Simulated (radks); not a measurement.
Problem. The zirconium ion Zr4+, [Kr]. Method: non-relativistic Kohn-Sham, LDA (Slater exchange, Perdew-Wang correlation), spin-polarised, spherical densities, point nucleus; computed with a radial shooting solver on a logarithmic mesh with Libxc functionals. Every spin shell is full or empty, so the densities are truly spherical. Functionals are evaluated on that one density, not self-consistently. Rank these exchange functionals by their error against the exact value of the orbitals, and give that value: LDA, B88, PBEsol, revPBE, PW91, WC, AM05, SOGGA, EV93, TPSS, SCAN, MS2, Tao-Mo, TASK.

Solution. Exact: -109.368 hartree. From best to worst, with 100 (|E| - |E exact|)/|E exact| (equal figures are ties): PW91 -0.02, B88 +0.03, EV93 -0.14, TPSS -0.19, SCAN +0.23, revPBE -0.28, MS2 -0.49, Tao-Mo -0.74, WC -0.97, TASK -2.35, PBEsol -2.48, SOGGA -2.50, AM05 -4.95, LDA -5.37.
